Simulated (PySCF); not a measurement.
**Basis-set dependence of population analyses: `N#CCSC[SiH3]`**

C₃H₇NSSi.
Numbering: `[N:1]#[C:2][CH2:3][S:4][CH2:5][SiH3:6]` (hydrogens: H7, H8 on C3; H9, H10 on C5; H11, H12, H13 on Si6)

PBE0 throughout (PySCF), one geometry, spherical d and f functions. Isolated species at its PBE0-D3(BJ)/def2-SVP geometry (one conformer only). Atoms taken as equivalent share a column and are averaged. The first 7 of 9 kinds of atom are listed.

Mulliken charges (e):

```tsv
basis	functions	N1	C2	C3	S4	C5	Si6	H7/H8
STO-3G	45	-0.197	+0.067	-0.244	+0.166	-0.387	+0.537	+0.118
6-31G	76	-0.291	+0.213	-0.673	+0.346	-0.908	+0.567	+0.266
pcSseg-0	76	-0.366	+0.154	-0.688	+0.322	-1.214	+0.584	+0.342
6-31G*	106	-0.354	+0.287	-0.602	+0.193	-0.747	+0.387	+0.263
cc-pVDZ	127	-0.135	-0.029	-0.139	+0.013	-0.316	+0.256	+0.124
def2-SVP	127	-0.029	-0.137	-0.120	-0.029	-0.394	+0.393	+0.125
aug-cc-pVDZ	209	-0.326	+0.017	+0.219	+0.330	+0.107	-0.488	-0.090
6-311+G(2d,p)	220	-0.299	-0.087	-0.081	+0.102	-0.603	+0.343	+0.199
def2-TZVP	240	-0.016	-0.228	-0.127	-0.055	-0.350	+0.150	+0.175
cc-pVTZ	286	-0.062	-0.069	-0.198	-0.037	-0.285	+0.173	+0.150
IGLO-III	298	-0.304	+0.134	-0.348	+0.207	-0.665	+0.745	+0.178
pcSseg-2	328	-0.147	-0.027	-0.090	+0.008	-0.352	+0.576	+0.105
```

IAO charges (e):

```tsv
basis	functions	N1	C2	C3	S4	C5	Si6	H7/H8
STO-3G	45	-0.161	+0.062	-0.386	+0.228	-0.602	+0.631	+0.162
6-31G	76	-0.224	+0.120	-0.386	+0.107	-0.611	+0.449	+0.201
pcSseg-0	76	-0.224	+0.122	-0.392	+0.115	-0.630	+0.441	+0.201
6-31G*	106	-0.232	+0.128	-0.381	+0.131	-0.627	+0.577	+0.192
cc-pVDZ	127	-0.227	+0.123	-0.379	+0.130	-0.622	+0.570	+0.192
def2-SVP	127	-0.225	+0.123	-0.376	+0.133	-0.622	+0.591	+0.189
aug-cc-pVDZ	209	-0.242	+0.134	-0.382	+0.125	-0.625	+0.572	+0.196
6-311+G(2d,p)	220	-0.245	+0.136	-0.389	+0.137	-0.642	+0.604	+0.197
def2-TZVP	240	-0.243	+0.135	-0.391	+0.143	-0.647	+0.613	+0.196
cc-pVTZ	286	-0.240	+0.133	-0.389	+0.136	-0.642	+0.598	+0.196
IGLO-III	298	-0.246	+0.136	-0.393	+0.145	-0.647	+0.612	+0.197
pcSseg-2	328	-0.244	+0.136	-0.391	+0.141	-0.647	+0.611	+0.197
```

Some averages cover members that differ in this geometry, most widely: H7/H8, Mulliken in aug-cc-pVDZ -0.124 to -0.056 e.

Question: Which scheme is steadiest as the basis changes?

Answer: Largest range over the bases for any column: IAO 0.19 e, Mulliken 1.32 e. IAO charges move least and Mulliken charges most, counted in e. Without the minimal STO-3G basis the ranges are IAO 0.17, Mulliken 1.32 e.

Question: How much do the charges still move between the two largest bases, IGLO-III and pcSseg-2?

Answer: At most, over all atoms: Mulliken 0.313 e, IAO 0.004 e.

Question: What do the same runs give for the total energy, the frontier levels and the dipole moment?

Answer: 
| basis | energy (Eh) | HOMO (eV) | LUMO (eV) | μ (D) |
| --- | --- | --- | --- | --- |
| STO-3G | -850.6127 | -3.77 | 3.62 | 2.66 |
| 6-31G | -860.3142 | -6.96 | -0.05 | 2.61 |
| pcSseg-0 | -859.2527 | -7.22 | -0.23 | 2.85 |
| 6-31G* | -860.4233 | -6.91 | -0.11 | 2.60 |
| cc-pVDZ | -860.4749 | -6.92 | -0.09 | 2.59 |
| def2-SVP | -860.1215 | -6.95 | -0.08 | 2.63 |
| aug-cc-pVDZ | -860.4881 | -7.04 | -0.51 | 2.83 |
| 6-311+G(2d,p) | -860.5354 | -7.04 | -0.55 | 2.86 |
| def2-TZVP | -860.5526 | -7.03 | -0.39 | 2.83 |
| cc-pVTZ | -860.5544 | -7.02 | -0.34 | 2.77 |
| IGLO-III | -860.5548 | -7.00 | -0.40 | 2.91 |
| pcSseg-2 | -860.5666 | -7.06 | -0.47 | 2.86 |

The dipole is fixed by the density alone, so its range of 0.32 D shows that the density itself changes with the basis, not only its division among atoms.
